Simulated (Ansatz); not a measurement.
A made-up structure of AlB$_{2}$NH$_{4}$, singlet:

```csv
atom,x (Å),y (Å),z (Å)
N1,-0.8181,0.9209,-0.2930
B2,0.5982,0.6918,-0.1864
B3,1.6674,-0.3142,0.1385
Al4,-0.1619,-1.1632,0.3368
H5,-1.2546,1.0144,-1.2003
H6,-0.0737,-2.4826,1.0863
H7,2.7837,-0.6766,0.2759
H8,-1.5156,-1.9561,0.5320
```

It is relaxed with PBE-D4/def2-SVP and then PBE0-D4/def2-TZVP (Ansatz 0.2.0). Atoms count as bonded within 1.22 times the sum of their covalent radii (H–H: 0.88 Å). The end point is not checked to be a true minimum.

Does its bonding change? (Judge from chemistry; the calculation decides.)

The calculation gives: No: no bond forms or breaks.

Where it ends: The first stage lowers the energy by 3.68 eV in 18 steps. It ends as AlB₂NH₄ ([BH]1[B]2[NH][AlH2]12):
```json
{"atom": "N1", "x (Å)": "-0.6980", "y (Å)": "0.5918", "z (Å)": "-0.1238"}
{"atom": "B2", "x (Å)": "0.6056", "y (Å)": "0.5976", "z (Å)": "-0.3080"}
{"atom": "B3", "x (Å)": "1.7235", "y (Å)": "-0.5150", "z (Å)": "-0.1278"}
{"atom": "Al4", "x (Å)": "-0.3582", "y (Å)": "-1.3038", "z (Å)": "0.4025"}
{"atom": "H5", "x (Å)": "-1.4370", "y (Å)": "1.2655", "z (Å)": "-0.2244"}
{"atom": "H6", "x (Å)": "-0.5497", "y (Å)": "-1.4900", "z (Å)": "1.9685"}
{"atom": "H7", "x (Å)": "2.8626", "y (Å)": "-0.8136", "z (Å)": "-0.1970"}
{"atom": "H8", "x (Å)": "-0.9234", "y (Å)": "-2.2980", "z (Å)": "-0.7001"}
```

Labels in which every atom is bracketed show which atoms are joined, not bond orders.

For scale, one of the runs: PBE0-D4/def2-TZVP relaxation, 154 basis functions, launched by `ansatz run in.yaml --threads 2 --pin off --events-out ev --progress --plain --max-ram 4352MiB`. The run took about 25 s on 2 CPU threads of an Arm Neoverse V2 (shared host).
